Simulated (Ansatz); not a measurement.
The inner images of a band of AlFH4SiTe (8 atoms, charge 0, multiplicity 1) are given out of order.

Method: RKS PBE-D4/def2-SVP (Ansatz 0.2.0).

Image 0:

```xyz
8
Properties=species:S:1:pos:R:3
F -0.242 -0.723 2.221
Al -0.281 -0.550 0.544
Si 0.841 1.350 -0.514
Te -1.550 -2.328 -0.756
H 0.746 1.237 -2.014
H 0.201 2.649 -0.097
H 2.298 1.405 -0.133
H -1.921 -3.098 0.694
```

Image 6:

```xyz
8
Properties=species:S:1:pos:R:3
F -1.168 -0.133 2.212
Al -1.038 0.603 0.696
Si 1.131 0.551 -0.372
Te -0.440 -1.435 -1.234
H -2.195 1.561 0.175
H 1.372 1.285 -1.669
H 2.408 -0.131 0.041
H 0.022 -2.357 0.095
```

Question: Put them in order from the first end to the last, with their energies above the first end.
A.
```xyz
8
Properties=species:S:1:pos:R:3
F -0.812 -0.397 2.178
Al -0.401 -0.473 0.544
Si 0.817 1.362 -0.523
Te -1.080 -2.588 -0.694
H 0.251 1.625 -1.896
H 0.745 2.634 0.280
H 2.267 0.986 -0.692
H -1.694 -3.205 0.745
```
B.
```xyz
8
Properties=species:S:1:pos:R:3
F -1.545 0.009 2.352
Al -0.998 0.384 0.808
Si 1.169 0.563 -0.230
Te -0.584 -1.529 -1.061
H -1.614 1.474 -0.178
H 1.077 1.754 -1.167
H 2.444 -0.128 -0.624
H 0.144 -2.586 0.044
```
C.
```xyz
8
Properties=species:S:1:pos:R:3
F -1.579 0.074 2.263
Al -0.924 0.081 0.713
Si 1.205 0.851 -0.108
Te -0.838 -1.863 -0.968
H -1.109 1.319 -0.372
H 1.282 2.285 -0.596
H 2.105 0.107 -1.078
H -0.049 -2.911 0.089
```
D.
```xyz
8
Properties=species:S:1:pos:R:3
F -1.180 -0.182 2.292
Al -0.584 -0.312 0.722
Si 0.747 1.317 -0.489
Te -1.041 -2.379 -0.711
H -0.181 1.794 -1.579
H 1.333 2.509 0.213
H 1.849 0.533 -1.154
H -0.851 -3.338 0.650
```
E.
```xyz
8
Properties=species:S:1:pos:R:3
F -1.470 0.049 2.348
Al -0.631 -0.264 0.928
Si 0.831 1.121 -0.332
Te -1.233 -2.133 -0.739
H -0.522 1.425 -1.006
H 1.450 2.456 -0.062
H 1.707 0.308 -1.248
H -0.040 -3.020 0.055
```

Answer: A (+0.8 kJ/mol), D (+14.7 kJ/mol), E (+51.1 kJ/mol), C (+157.4 kJ/mol), B (+82.4 kJ/mol).

Time of the run: 66 s on 2 threads of Intel(R) Xeon(R) 6975P-C (Granite Rapids) (shared host), peak memory 0.16 GiB.
